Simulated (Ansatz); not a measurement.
Computed with Ansatz (a program for electronic structure) with frozen-core CCSD(T)/def2-TZVPP // r2SCAN-D4/def2-SVP.

Ansatz 0.2 input:
```yaml
crystal:
  periodic: [false, false, false]
  atoms:
    - { symbol: Sn, position_ang: [0.000863, 0.000842, 0.433308] }
    - { symbol: H, position_ang: [-0.602434, 1.506549, -0.146156] }
    - { symbol: H, position_ang: [-1.004159, -1.275162, -0.139963] }
    - { symbol: H, position_ang: [1.60573, -0.232228, -0.147189] }
basis:
  gaussian: { orbitals: def2-TZVPP }
correlation:
  method: ccsd_t
magnetization:
  spin_polarized: true
  initial_magnetization: 1
```

Output:

```
Functional definition: HF
695 factors; integrals over basis functions are off by at most 9.6e-4 eV
mean field evaluation 1: about -5851.1492 eV, gradient 7.0e0 eV
mean field evaluation 2: about -5851.1523 eV, gradient 6.9e0 eV
mean field evaluation 4: about -5851.7552 eV, gradient 1.2e0 eV
mean field evaluation 8: about -5851.7704 eV, gradient 4.3e-3 eV
mean field evaluation 16: about -5851.7660 eV, gradient 2.8e-1 eV
mean field -5851.77037815 eV, -215.0485949244 hartree, gradient 2.6e-6 eV, S^2 0.754157; 0 other end points of the search recorded, 0 dependent functions left out
4 core orbitals not correlated
reference -5851.77037815 eV, -215.0485949244 hartree; 9, 8 occupied and 79, 80 virtual orbitals, 695 factors
second order -8.78920340 eV of doubles, -0.00000000 eV of singles
cycle   1  -8.85339016 eV  change   -6.4e-2 eV  update   7.5e-2
cycle   2  -9.14323349 eV  change   -2.9e-1 eV  update   2.5e-2
cycle   3  -9.17322343 eV  change   -3.0e-2 eV  update   1.0e-2
cycle   4  -9.16931799 eV  change    3.9e-3 eV  update   2.9e-3
cycle   5  -9.16929939 eV  change    1.9e-5 eV  update   8.2e-4
cycle   6  -9.16918447 eV  change    1.1e-4 eV  update   3.0e-4
cycle   7  -9.16921722 eV  change   -3.3e-5 eV  update   9.8e-5
cycle   8  -9.16925105 eV  change   -3.4e-5 eV  update   3.2e-5
cycle   9  -9.16924898 eV  change    2.1e-6 eV  update   1.1e-5
perturbative correction -0.21484900 eV, -0.0078955551 hartree
Total energy: -5861.15447612 eV, -215.3934541644 hartree
```

Cost: around 12 core-seconds (rough).
